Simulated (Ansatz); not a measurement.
Conformers of C₁₀H₂₀ (`C=CCCCCCCCC`), each relaxed with PBE0-D4/def2-TZVP in Ansatz. CBS adds the triple-zeta coupled-cluster correction to the MP2 limit.

Not all of them had a frequency check.

Conformer A:

Cartesian coordinates in Å:
```
C 0.085 -3.692 0.252
C -0.318 -3.091 -0.860
C 0.160 -1.777 -1.384
C 1.231 -1.086 -0.560
C 1.663 0.260 -1.135
C 0.625 1.383 -1.101
C 0.590 2.212 0.181
C 0.171 1.490 1.458
C -1.201 0.828 1.413
C -2.342 1.794 1.133
H -0.328 -4.648 0.551
H 0.836 -3.260 0.903
H -1.075 -3.583 -1.468
H 0.529 -1.925 -2.409
H -0.713 -1.122 -1.498
H 0.876 -0.966 0.467
H 2.107 -1.741 -0.502
H 1.971 0.095 -2.174
H 2.564 0.600 -0.611
H -0.372 0.983 -1.315
H 0.839 2.073 -1.923
H -0.079 3.064 0.019
H 1.585 2.645 0.340
H 0.180 2.219 2.278
H 0.924 0.741 1.723
H -1.209 0.031 0.663
H -1.378 0.331 2.372
H -2.261 2.241 0.140
H -2.354 2.611 1.861
H -3.309 1.288 1.186
```

Conformer B:

```xyz
30

C     2.677    0.873    0.921
C     1.863    1.880    0.638
C     1.430    2.276   -0.734
C    -0.084    2.331   -0.949
C    -0.801    0.990   -0.812
C    -1.215    0.641    0.613
C    -1.906   -0.717    0.759
C    -0.983   -1.867    1.155
C     0.138   -2.202    0.178
C    -0.350   -2.710   -1.169
H     3.086    0.241    0.138
H     2.967    0.642    1.939
H     1.474    2.488    1.455
H     1.876    1.592   -1.464
H     1.839    3.271   -0.950
H    -0.255    2.732   -1.953
H    -0.527    3.056   -0.256
H    -1.705    1.002   -1.431
H    -0.166    0.202   -1.229
H    -1.890    1.431    0.962
H    -0.344    0.675    1.274
H    -2.681   -0.644    1.528
H    -2.437   -0.959   -0.169
H    -0.537   -1.626    2.127
H    -1.590   -2.766    1.314
H     0.776   -2.965    0.636
H     0.779   -1.325    0.041
H    -0.951   -1.965   -1.694
H     0.487   -2.973   -1.821
H    -0.969   -3.604   -1.048
```

Which is lowest in electronic energy at CCSD(T)/CBS (frozen core, def2 sets), and by how much? (An estimate is asked.)

Computed: A; B lies 1.5 kJ/mol higher. Gaps under about 2 kJ/mol don't settle the order.

Give the energies relative to A (kJ/mol) with PBE-D4/def2-TZVPP, B3LYP-D4/def2-TZVPP, PBE0/def2-TZVPP, CCSD/def2-TZVPP, HF/def2-QZVPP, MP2/def2-QZVPP, SCS-MP2/def2-QZVPP. (Estimate.)

Computed: 
```
              level    B
  PBE-D4/def2-TZVPP  0.6
B3LYP-D4/def2-TZVPP  0.6
    PBE0/def2-TZVPP  1.8
    CCSD/def2-TZVPP  1.8
      HF/def2-QZVPP  1.4
     MP2/def2-QZVPP  0.9
 SCS-MP2/def2-QZVPP  0.6
```

B3LYP here is the variant with VWN-RPA as its local correlation; programs differ in this.
